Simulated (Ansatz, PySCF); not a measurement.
Process, species as SMILES: c1cc[nH]c1 + 7 [H][H] (H2) → 4 C (CH4) + N (NH3)
Each molecule is optimised on its own at B3LYP-D3(BJ)/def2-TZVP (Ansatz, an electronic-structure program).

Quantity: energy of full hydrogenation (enthalpy at 298 K, with B3LYP-D3(BJ) rigid-rotor harmonic-oscillator terms from PySCF), in kJ/mol. Correlated levels leave the core frozen unless marked. No spin-orbit coupling. No relativistic terms. CBS marks a two-point X^-3 extrapolation of the correlation energy; Hartree-Fock from the larger set. The bracket is a focal-point correction in the basis named.

RI-MP2/CBS(cc-pVTZ,cc-pVQZ)+[CCSD(T)-MP2]/cc-pVTZ (Ansatz) gives -455.9 kJ/mol.

Task: Another calculation gave -508.1 kJ/mol. Which level was it?
(A) HSE06/def2-TZVPD (Ansatz)
(B) LC-wPBE/def2-TZVPD (Ansatz)
(C) SVWN5/def2-TZVPD (Ansatz)
(D) BHLYP/def2-TZVPD (Ansatz)

Result: D, BHLYP/def2-TZVPD (Ansatz). The others give -477.3 (HSE06), -461.9 (SVWN5), -495.1 (LC-wPBE) kJ/mol.
